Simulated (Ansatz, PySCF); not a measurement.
Noncovalent pair: N2 (SMILES N#N) (first 2 atoms) with N2 (SMILES N#N); geometry from B3LYP-D3(BJ)/def2-TZVP.
(charge 0, multiplicity 1):
```xyz
4

N     -0.38464    -0.10116    -0.56541
N      0.45102     0.14817     0.08987
N     -0.43060    -0.20177     3.30950
N      0.36422     0.15477     3.96604
```

Basis-set superposition error: the interaction energy with monomers in their own basis, and in the dimer's basis (counterpoise).

The values were computed with Ansatz (a first-principles code); PySCF for 6-31G* rows, M06-2X. Values without a source in brackets are computed.

```tsv
level	uncorrected (kcal/mol)	counterpoise (kcal/mol)	difference
HF/6-31G*	0.02	0.22	0.20
HF/aug-cc-pVDZ	0.19	0.28	0.10
SVWN5/def2-TZVPPD	-0.58	-0.54	0.04
BLYP/def2-TZVPPD	0.35	0.39	0.04
B3LYP/def2-TZVPPD	0.19	0.23	0.03
M06-2X/def2-TZVPPD	-0.15	-0.12	0.03
wB97X-V/def2-TZVPPD	-0.33	-0.30	0.03
SCS-MP2/aug-cc-pVDZ	-0.47	-0.17	0.31
SCS-MP2/aug-cc-pVTZ	-0.40	-0.22	0.18
CCSD(T)/aug-cc-pVDZ	-0.52	-0.21	0.31
```

The error is largest for CCSD(T)/aug-cc-pVDZ (0.31 kcal/mol) and smallest for M06-2X/def2-TZVPPD (0.03 kcal/mol).
